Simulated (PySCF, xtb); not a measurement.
phosphorus nitride (NP), SMILES P#N.

xtb 6.7.1 with GFN2-xTB at its own geometry gives an orbital gap of 3.22 eV and a dipole moment of 1.89 D.

Geometry optimised at B3LYP-D3(BJ)/def2-TZVPD.

What does PySCF with PBE/def2-TZVPD give? (An estimate is asked for; the answer gives what the named calculation found.)

gap 4.39 eV (levels -7.73 and -3.34 eV), dipole 2.71 D.
